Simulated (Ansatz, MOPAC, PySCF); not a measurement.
Two conformers of C2H6OSi (SMILES C=C[SiH2]O), B3LYP-D3(BJ)/def2-TZVP minima.
Conformer 1 (charge 0, multiplicity 1):
```xyz
10

C      1.63479     0.06456     0.61277
C      0.74133     0.30751    -0.34593
Si    -0.93714    -0.49209    -0.38172
O     -2.16328     0.61896    -0.33313
H      1.42125    -0.61839     1.42907
H      2.61636     0.52728     0.62715
H      1.01599     1.00224    -1.13727
H     -1.16038    -1.22543    -1.64485
H     -0.99504    -1.42383     0.77371
H     -2.17388     1.23919     0.40020
```
Conformer 2 (charge 0, multiplicity 1, Z-matrix in Å and degrees):
```
C
C 1 1.3319
H 2 1.0851 1 122.42
H 2 1.0852 3 115.90 1 179.94
H 1 1.0877 2 118.27 3 0.30
Si 1 1.8523 5 119.03 2 179.03
O 6 1.6554 1 107.86 5 58.55
H 7 0.9599 6 118.26 1 -161.18
H 6 1.4846 7 111.82 8 79.77
H 6 1.4867 9 108.44 7 120.43
```

No zero-point or thermal terms.

Rows in 3-21G, 6-31G*, LANL2DZ, STO-3G carry no dispersion term and start afresh at each structure (6-31G* with six Cartesian d functions). LANL2DZ brings its own core potentials from Na on. The state reached by PM3 isn't checked.

Run with Ansatz (Gaussian basis) for Hartree–Fock, density functionals and correlated methods; MOPAC for PM3 (differences of heats of formation); PySCF for 3-21G rows, 6-31G* rows, LANL2DZ rows, STO-3G rows, the dispersion terms. Each number belongs to the level named beside it.

Other levels give for the electronic energy of conformer 2 less that of conformer 1: PBE/def2-TZVPP 2.1; B3LYP/def2-TZVPP 1.7; B3LYP-D3(BJ)/def2-TZVPP 1.9; wB97M-V/def2-TZVPP 1.8 kJ/mol.

**Question.** What do these common cheap choices give for the same quantity: PM3, HF/STO-3G, HF/6-31G*, BP86/6-31G*, B3LYP/3-21G, B3LYP/6-31G*, B3LYP/LANL2DZ, M06-2X/6-31G*?

**Answer.** PM3 6.1; HF/STO-3G 5.3; HF/6-31G* 2.0; BP86/6-31G* 3.7; B3LYP/3-21G 6.7; B3LYP/6-31G* 3.0; B3LYP/LANL2DZ 3.9; M06-2X/6-31G* 2.8 kJ/mol. They span 2.0 to 6.7 kJ/mol.

Ansatz is a first-principles code.
